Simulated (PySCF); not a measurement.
Exercise with solution: oscillator strength and radiative lifetime

C₅H₈O, SMILES C1C(CC=C1)O.

Geometry: B3LYP-D3(BJ)/def2-SVP. One conformer was computed; it need not be the lowest.

TDDFT-ωB97X/def2-SVPD run with PySCF 2.14.0 puts the first singlet state with f over 0.02 at 7.08 eV (vertical), with the transition dipole (0.000, 0.000, -1.175) in atomic units.

**Question.** Find the oscillator strength, the wavelength and the radiative lifetime that this transition would have in vacuum if emission retraced absorption.

**Answer.** 
|μ|² = 1.3806 au, so |μ| = 2.99 D. ΔE = 7.08/27.211 = 0.2602 hartree. f = (2/3) ΔE |μ|² = 0.239 (the program prints 0.239).
λ = 1239.84/7.08 = 175 nm; ν = 57104 cm⁻¹.
Einstein's coefficient A = 0.6670 ν² f s⁻¹ (ν in cm⁻¹) = 5.2e8 s⁻¹, so τ = 1/A = 1.9 ns. This state is S1. The figure is the radiative limit of this one transition; relaxation, internal conversion, crossing to triplets and a medium change what is measured.
